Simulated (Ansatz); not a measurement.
Calculation: PBE-D3(BJ)/def2-SVP (Ansatz, a first-principles code). No frequencies were computed at this level.

Ansatz 0.2 input:
```yaml
crystal:
  periodic: [false, false, false]
  atoms:
    - { symbol: Ga, position_ang: [-0.019422, -0.147615, -0.106887] }
    - { symbol: Cl, position_ang: [-1.85424, 0.162477, -1.093966] }
    - { symbol: Cl, position_ang: [-0.056421, -1.334707, 1.638569] }
    - { symbol: Cl, position_ang: [1.704488, -0.237761, -1.319086] }
    - { symbol: C, position_ang: [0.852812, 4.070988, 2.315551] }
    - { symbol: C, position_ang: [1.824592, 3.091367, 2.172688] }
    - { symbol: C, position_ang: [1.518594, 1.95451, 1.447488] }
    - { symbol: N, position_ang: [0.328914, 1.775542, 0.884052] }
    - { symbol: C, position_ang: [-0.608158, 2.705789, 1.017366] }
    - { symbol: C, position_ang: [-0.387082, 3.873016, 1.727364] }
    - { symbol: H, position_ang: [1.057816, 4.970401, 2.87619] }
    - { symbol: H, position_ang: [2.800919, 3.204917, 2.615946] }
    - { symbol: H, position_ang: [2.233972, 1.152201, 1.302585] }
    - { symbol: H, position_ang: [-1.555987, 2.49455, 0.537002] }
    - { symbol: H, position_ang: [-1.170982, 4.60793, 1.816949] }
basis:
  gaussian: { orbitals: def2-svp }
hamiltonian:
  xc: pbe
  dispersion: d3bj
relax:
  max_steps: 150
```

Output:

```
Functional definition: PBE
2192 factors; their error is unknown
mean field evaluation 1: about -96643.4857 eV, gradient 6.2e1 eV
mean field evaluation 2: about -96633.7768 eV, gradient 9.4e1 eV
mean field evaluation 4: about -96652.6616 eV, gradient 6.7e0 eV
mean field evaluation 8: about -96652.7492 eV, gradient 2.5e-1 eV
mean field evaluation 16: about -96652.6148 eV, gradient 3.4e-3 eV
mean field -96652.61478884 eV, -3551.9180799947 hartree, gradient 4.8e-5 eV, S^2 0.000000; 0 other end points of the search recorded, 0 dependent functions left out
reference -96652.61483468 eV, -3551.9180816793 hartree; 62, 62 occupied and 133, 133 virtual orbitals, 2192 factors
relax step   1: F+E_penalty+E_count = -96653.17705382 eV  Δ(F+E_penalty+E_count) = +0.000e0 eV  max|allowed force component| = 1.168e0 eV/Å  Δτ_max = 0.0000 Å  (32 SCF iters, accepted)
these checks for a lower state are left out or cut short: starts, cluster_reference, orbital_swaps, neighbouring_geometries, increment
2192 factors; their error is unknown
mean field -96652.85036287 eV, -3551.9267371805 hartree, gradient 8.4e-6 eV, S^2 0.000000; 0 other end points of the search recorded, 0 dependent functions left out
reference -96652.85040921 eV, -3551.9267388833 hartree; 62, 62 occupied and 133, 133 virtual orbitals, 2192 factors
relax step   2: F+E_penalty+E_count = -96653.40858454 eV  Δ(F+E_penalty+E_count) = -2.315e-1 eV  max|allowed force component| = 5.508e-1 eV/Å  Δτ_max = 0.1058 Å  (33 SCF iters, accepted)
these checks for a lower state are left out or cut short: starts, cluster_reference, orbital_swaps, neighbouring_geometries, increment
2192 factors; their error is unknown
mean field evaluation 32: about -96652.8769 eV, gradient 2.4e-4 eV
mean field -96652.87694282 eV, -3551.9277139755 hartree, gradient 8.1e-6 eV, S^2 0.000000; 0 other end points of the search recorded, 0 dependent functions left out
reference -96652.87698937 eV, -3551.9277156863 hartree; 62, 62 occupied and 133, 133 virtual orbitals, 2192 factors
relax step   3: F+E_penalty+E_count = -96653.43642460 eV  Δ(F+E_penalty+E_count) = -2.784e-2 eV  max|allowed force component| = 1.049e-1 eV/Å  Δτ_max = 0.0576 Å  (33 SCF iters, accepted)
these checks for a lower state are left out or cut short: starts, cluster_reference, orbital_swaps, neighbouring_geometries, increment
2192 factors; their error is unknown
mean field -96652.87986518 eV, -3551.9278213704 hartree, gradient 8.5e-6 eV, S^2 0.000000; 0 other end points of the search recorded, 0 dependent functions left out
reference -96652.87991179 eV, -3551.9278230833 hartree; 62, 62 occupied and 133, 133 virtual orbitals, 2192 factors
relax step   4: F+E_penalty+E_count = -96653.43800620 eV  Δ(F+E_penalty+E_count) = -1.582e-3 eV  max|allowed force component| = 5.026e-2 eV/Å  Δτ_max = 0.0452 Å  (33 SCF iters, accepted)
these checks for a lower state are left out or cut short: starts, cluster_reference, orbital_swaps, neighbouring_geometries, increment
2192 factors; their error is unknown
mean field -96652.88249095 eV, -3551.9279178657 hartree, gradient 9.3e-6 eV, S^2 0.000000; 0 other end points of the search recorded, 0 dependent functions left out
reference -96652.88253746 eV, -3551.9279195749 hartree; 62, 62 occupied and 133, 133 virtual orbitals, 2192 factors
relax step   5: F+E_penalty+E_count = -96653.44085903 eV  Δ(F+E_penalty+E_count) = -2.853e-3 eV  max|allowed force component| = 6.007e-2 eV/Å  Δτ_max = 0.0881 Å  (32 SCF iters, accepted)
these checks for a lower state are left out or cut short: starts, cluster_reference, orbital_swaps, neighbouring_geometries, increment
2192 factors; their error is unknown
mean field -96652.88482516 eV, -3551.9280036464 hartree, gradient 1.1e-5 eV, S^2 0.000000; 0 other end points of the search recorded, 0 dependent functions left out
reference -96652.88487160 eV, -3551.9280053527 hartree; 62, 62 occupied and 133, 133 virtual orbitals, 2192 factors
relax step   6: F+E_penalty+E_count = -96653.44248165 eV  Δ(F+E_penalty+E_count) = -1.623e-3 eV  max|allowed force component| = 1.135e-1 eV/Å  Δτ_max = 0.1193 Å  (32 SCF iters, accepted)
these checks for a lower state are left out or cut short: starts, cluster_reference, orbital_swaps, neighbouring_geometries, increment
2192 factors; their error is unknown
mean field -96652.88614627 eV, -3551.9280521962 hartree, gradient 8.7e-6 eV, S^2 0.000000; 0 other end points of the search recorded, 0 dependent functions left out
reference -96652.88619265 eV, -3551.9280539007 hartree; 62, 62 occupied and 133, 133 virtual orbitals, 2192 factors
relax step   7: F+E_penalty+E_count = -96653.44366458 eV  Δ(F+E_penalty+E_count) = -1.183e-3 eV  max|allowed force component| = 1.194e-1 eV/Å  Δτ_max = 0.0723 Å  (32 SCF iters, accepted)
these checks for a lower state are left out or cut short: starts, cluster_reference, orbital_swaps, neighbouring_geometries, increment
2192 factors; their error is unknown
mean field evaluation 64: about -96653.0156 eV, gradient 2.2e0 eV
mean field -96652.88763796 eV, -3551.9281070146 hartree, gradient 1.1e-5 eV, S^2 0.000000; 0 other end points of the search recorded, 0 dependent functions left out
reference -96652.88768435 eV, -3551.9281087196 hartree; 62, 62 occupied and 133, 133 virtual orbitals, 2192 factors
relax step   8: F+E_penalty+E_count = -96653.44501916 eV  Δ(F+E_penalty+E_count) = -1.355e-3 eV  max|allowed force component| = 8.266e-2 eV/Å  Δτ_max = 0.0477 Å  (32 SCF iters, accepted)
these checks for a lower state are left out or cut short: starts, cluster_reference, orbital_swaps, neighbouring_geometries, increment
2192 factors; their error is unknown
mean field -96652.88790081 eV, -3551.9281166744 hartree, gradient 9.8e-6 eV, S^2 0.000000; 0 other end points of the search recorded, 0 dependent functions left out
reference -96652.88794722 eV, -3551.9281183798 hartree; 62, 62 occupied and 133, 133 virtual orbitals, 2192 factors
relax step   9: F+E_penalty+E_count = -96653.44580097 eV  Δ(F+E_penalty+E_count) = -7.818e-4 eV  max|allowed force component| = 3.374e-2 eV/Å  Δτ_max = 0.0496 Å  (32 SCF iters, accepted)
these checks for a lower state are left out or cut short: starts, cluster_reference, orbital_swaps, neighbouring_geometries, increment
2192 factors; their error is unknown
mean field -96652.88838326 eV, -3551.9281344039 hartree, gradient 7.0e-6 eV, S^2 0.000000; 0 other end points of the search recorded, 0 dependent functions left out
reference -96652.88842968 eV, -3551.9281361099 hartree; 62, 62 occupied and 133, 133 virtual orbitals, 2192 factors
relax step  10: F+E_penalty+E_count = -96653.44629741 eV  Δ(F+E_penalty+E_count) = -4.964e-4 eV  max|allowed force component| = 4.330e-2 eV/Å  Δτ_max = 0.0389 Å  (33 SCF iters, accepted)
these checks for a lower state are left out or cut short: starts, cluster_reference, orbital_swaps, neighbouring_geometries, increment
2192 factors; their error is unknown
mean field -96652.88882906 eV, -3551.9281507868 hartree, gradient 8.4e-6 eV, S^2 0.000000; 0 other end points of the search recorded, 0 dependent functions left out
reference -96652.88887550 eV, -3551.9281524934 hartree; 62, 62 occupied and 133, 133 virtual orbitals, 2192 factors
relax step  11: F+E_penalty+E_count = -96653.44660680 eV  Δ(F+E_penalty+E_count) = -3.094e-4 eV  max|allowed force component| = 2.548e-2 eV/Å  Δτ_max = 0.0296 Å  (33 SCF iters, accepted)
these checks for a lower state are left out or cut short: starts, cluster_reference, orbital_swaps, neighbouring_geometries, increment
2192 factors; their error is unknown
mean field evaluation 96: about -96652.8888 eV, gradient 2.3e-3 eV
mean field -96652.88877631 eV, -3551.9281488483 hartree, gradient 8.9e-6 eV, S^2 0.000000; 0 other end points of the search recorded, 0 dependent functions left out
reference -96652.88882275 eV, -3551.9281505550 hartree; 62, 62 occupied and 133, 133 virtual orbitals, 2192 factors
relax step  12: F+E_penalty+E_count = -96653.44675496 eV  Δ(F+E_penalty+E_count) = -1.482e-4 eV  max|allowed force component| = 2.096e-2 eV/Å  Δτ_max = 0.0355 Å  (32 SCF iters, accepted)
these checks for a lower state are left out or cut short: starts, cluster_reference, orbital_swaps, neighbouring_geometries, increment
2192 factors; their error is unknown
mean field -96652.88890314 eV, -3551.9281535093 hartree, gradient 9.3e-6 eV, S^2 0.000000; 0 other end points of the search recorded, 0 dependent functions left out
reference -96652.88894959 eV, -3551.9281552163 hartree; 62, 62 occupied and 133, 133 virtual orbitals, 2192 factors
relax step  13: F+E_penalty+E_count = -96653.44679308 eV  Δ(F+E_penalty+E_count) = -3.813e-5 eV  max|allowed force component| = 1.590e-2 eV/Å  Δτ_max = 0.0069 Å  (34 SCF iters, accepted)
these checks for a lower state are left out or cut short: starts, cluster_reference, orbital_swaps, neighbouring_geometries, increment
2192 factors; their error is unknown
mean field -96652.88882548 eV, -3551.9281506554 hartree, gradient 9.3e-6 eV, S^2 0.000000; 0 other end points of the search recorded, 0 dependent functions left out
reference -96652.88887193 eV, -3551.9281523623 hartree; 62, 62 occupied and 133, 133 virtual orbitals, 2192 factors
relax step  14: F+E_penalty+E_count = -96653.44680945 eV  Δ(F+E_penalty+E_count) = -1.637e-5 eV  max|allowed force component| = 1.061e-2 eV/Å  Δτ_max = 0.0028 Å  (35 SCF iters, accepted)
these checks for a lower state are left out or cut short: starts, cluster_reference, orbital_swaps, neighbouring_geometries, increment
2192 factors; their error is unknown
mean field -96652.88882719 eV, -3551.9281507180 hartree, gradient 1.6e-5 eV, S^2 0.000000; 0 other end points of the search recorded, 0 dependent functions left out
reference -96652.88887363 eV, -3551.9281524249 hartree; 62, 62 occupied and 133, 133 virtual orbitals, 2192 factors
relax step  15: F+E_penalty+E_count = -96653.44681549 eV  Δ(F+E_penalty+E_count) = -6.037e-6 eV  max|allowed force component| = 1.376e-3 eV/Å  Δτ_max = 0.0016 Å  (24 SCF iters, accepted)
2192 factors; their error is unknown
mean field evaluation 128: about -96653.0247 eV, gradient 2.4e-1 eV
mean field -96652.88882719 eV, -3551.9281507180 hartree, gradient 1.6e-5 eV, S^2 0.000000; 1 other end points of the search recorded, 0 dependent functions left out
reference -96652.88887363 eV, -3551.9281524249 hartree; 62, 62 occupied and 133, 133 virtual orbitals, 2192 factors
Total energy: -96653.44686194 eV, -3551.9486581168 hartree
Atom 0 at    -0.022518    -0.071322    -0.046686 Å, force     0.000199     0.000132     0.000532 eV/Å
Atom 1 at    -1.693124     0.477775    -1.344131 Å, force    -0.000056     0.000095    -0.000170 eV/Å
Atom 2 at    -0.530552    -1.380067     1.617772 Å, force    -0.000049     0.000105    -0.000242 eV/Å
Atom 3 at     1.906595    -0.472264    -0.991863 Å, force     0.000012     0.000030     0.000132 eV/Å
Atom 4 at     0.842173     4.076716     2.307278 Å, force    -0.000075     0.001376     0.000171 eV/Å
Atom 5 at     1.884101     3.170681     2.058989 Å, force     0.000202    -0.000688    -0.000367 eV/Å
Atom 6 at     1.606383     2.003004     1.342631 Å, force    -0.000772    -0.000279    -0.000141 eV/Å
Atom 7 at     0.361759     1.733298     0.893878 Å, force     0.000621     0.000107     0.000197 eV/Å
Atom 8 at    -0.648064     2.601543     1.116445 Å, force     0.000322     0.000690     0.000263 eV/Å
Atom 9 at    -0.443511     3.788729     1.825380 Å, force    -0.000786    -0.000613     0.000001 eV/Å
Atom 10 at     1.031942     5.003761     2.869041 Å, force     0.000045     0.000062     0.000035 eV/Å
Atom 11 at     2.907328     3.362545     2.411087 Å, force    -0.000074     0.000109     0.000156 eV/Å
Atom 12 at     2.376234     1.255793     1.091452 Å, force     0.000410    -0.000564    -0.000420 eV/Å
Atom 13 at    -1.623678     2.317618     0.690195 Å, force    -0.000357    -0.000393    -0.000187 eV/Å
Atom 14 at    -1.285254     4.475796     1.990342 Å, force     0.000358    -0.000169     0.000041 eV/Å
Dipole moment:     0.322861     1.527238     0.820669 e Å
```

Cost: very roughly 4 core-minutes.
